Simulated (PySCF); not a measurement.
PBE on He (helium, neutral), 1s1 2p1, high-spin 3P determinant (an excited configuration). Computed with PySCF 2.14 in aug-cc-pVQZ, with the non-relativistic Hamiltonian (point nucleus).

```
cycle= 1 E= -2.06956149133336  delta_E= -0.000658  |g|= 0.00319  |ddm|= 0.114
cycle= 2 E= -2.06956428560429  delta_E= -2.79e-06  |g|= 0.000309  |ddm|= 0.00917
cycle= 3 E= -2.06956433214914  delta_E= -4.65e-08  |g|= 2.1e-05  |ddm|= 0.000666
cycle= 4 E= -2.06956433233203  delta_E= -1.83e-10  |g|= 4.93e-07  |ddm|= 5.32e-05
converged SCF energy = -2.06956433233203  <S^2> = 2  2S+1 = 3
```

Highest occupied orbital energy: 1.547 eV; ⟨L²⟩ = 2.00; populations by l: s 1.00, p 1.00, d 0.00, f 0.00.

**Question.** Can this result be used?

**Answer.** Not for this state. The run converged. The outer electron is Rydberg-like, and this basis confines it to a smaller radius and binds it less than a complete one would. At PBE the highest occupied level has a positive energy, so only the finite basis holds that electron; for this excited configuration the basis is too tight for the outer shell.
